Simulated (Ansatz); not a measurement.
RbI (SMILES [Rb][I]): the vertical ionisation energy from total energies

RbI: 2 atoms, total charge 0, spin state singlet. SMILES: `[Rb][I]`. The bond length is the measured one.

| atom | x (Å) | y (Å) | z (Å) |
| --- | --- | --- | --- |
| Rb | 0.0000 | 0.0000 | 0.0000 |
| I | 0.0000 | 0.0000 | 3.1769 |

Both states at this one shape; open shells run unrestricted unless said. 1 Eh = 27.2114 eV.

| level | program | singlet RbI (Eh) | doublet RbI+ (Eh) |
| --- | --- | --- | --- |
| revPBE/STO-3G | Ansatz | -9761.379759 | -9761.212706 |
| r2SCAN0/STO-3G | Ansatz | -9762.472487 | -9762.307592 |
| wB97X/STO-3G | Ansatz | -9762.272150 | -9762.107221 |
| MP2/def2-TZVPP (core potential), 4 core orbitals frozen | Ansatz | -321.150356 | -320.872746 |

Problem. Work out the vertical ionisation energy at each level.

Solution. 
1. revPBE/STO-3G: -9761.212706 − (-9761.379759) = 0.167053 Eh = 4.55 eV.
2. r2SCAN0/STO-3G: -9762.307592 − (-9762.472487) = 0.164895 Eh = 4.49 eV.
3. wB97X/STO-3G: -9762.107221 − (-9762.272150) = 0.164929 Eh = 4.49 eV.
4. MP2/def2-TZVPP (core potential): -320.872746 − (-321.150356) = 0.277610 Eh = 7.55 eV.

No measured value is set beside it here; the levels span 4.49 to 7.55 eV. Spin-orbit coupling, which splits open shells on such heavy atoms by tenths of an eV, is left out. Minimal sets are far from the basis-set limit. All-electron rows are non-relativistic unless named.
